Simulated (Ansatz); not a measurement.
Born–Oppenheimer molecular dynamics of C3H9ClOSi (15 atoms, charge 0, multiplicity 1). It starts from a relaxed structure.

Theory: Ansatz 0.2.0, RKS B3LYP-D4/STO-3G.

* ensemble: NVT, Nosé–Hoover chain
* time step: 1 fs
* steps asked: 166
* set temperature: 400 K
* thermostat: time constant 1 fs, chain length 1
* seed: 164691

First frame:

```xyz
15
Properties=species:S:1:pos:R:3
Si 0.007 -0.065 -0.178
Cl 0.298 -0.308 1.919
O 1.526 0.115 -0.920
C 2.374 -1.073 -0.786
H 1.956 -1.965 -1.303
H 3.348 -0.833 -1.257
H 2.564 -1.348 0.275
C -0.904 1.538 -0.479
H -1.865 1.547 0.050
H -0.317 2.396 -0.132
H -1.104 1.672 -1.550
C -0.945 -1.577 -0.749
H -1.954 -1.573 -0.320
H -1.040 -1.584 -1.842
H -0.453 -2.506 -0.441
```

Problem. What does the run give?

Solution. All steps were run.

```yaml
steps_done: 166
time_covered: 166 fs
mean_temperature_over_the_second_half: 399 K
spread_of_the_potential_energy_over_the_second_half: 7.5 meV per atom
mean_potential_energy_of_the_second_half_above_the_start: 39.7 meV per atom
```

The conserved energy stayed within 2 meV per atom of its start (net change 1 meV per atom), so the integration is sound. A run of 0.17 ps of so small a system gives no equilibrium averages. Limits of this set-up: minimal basis.

Problem. What happens to the structure?

Solution. The same pairs are bonded in the first frame and the last. Pairs count as bonded within 1.25 times the sum of covalent radii (0.12 Å more for H–H). The details hang on the random start.

Problem. How do temperature and energy run in time?

Solution. 
```csv
time (fs),T (K),potential energy less start (eV),conserved less start (meV/atom)
0,400,0.000,0.00
5,375,0.433,0.61
10,267,0.408,0.35
15,262,0.408,0.60
20,319,0.367,0.35
25,492,0.744,1.07
30,476,0.434,0.52
35,395,0.630,1.13
40,312,0.488,0.91
45,359,0.716,1.23
50,516,0.732,0.97
55,570,0.550,0.82
60,444,0.505,0.82
65,344,0.816,1.59
70,328,0.404,0.77
75,389,0.426,0.74
80,496,0.722,0.84
85,412,0.544,0.68
90,307,0.489,0.55
95,273,0.757,0.88
100,336,0.600,0.69
105,430,0.494,0.45
110,420,0.703,0.77
115,316,0.687,0.78
120,283,0.551,0.74
125,375,0.573,0.83
130,489,0.483,0.66
135,481,0.544,0.75
140,368,0.590,0.99
145,335,0.583,1.11
150,442,0.833,1.53
155,554,0.639,1.10
160,544,0.485,0.90
165,418,0.484,1.01
```

Run time: 9.4 min on 1 thread of Intel(R) Xeon(R) Platinum 8488C (Sapphire Rapids) (shared host), peak memory 0.15 GiB.
